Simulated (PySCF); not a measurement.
A structure optimised at PBE-D3(BJ)/def2-SVP, used in a PySCF frequency run:

```
V
O 1 1.5870
O 1 1.5870 2 109.43
F 1 1.7525 2 115.88 3 -133.27
```
Charge 0, spin multiplicity 1.

Write its SMILES, formula and point group.

[O]=[V](=[O])[F], FO₂V, Cs

What are its rotational constants (standard atomic weights)?

8.6942, 6.2861, 3.8975 GHz
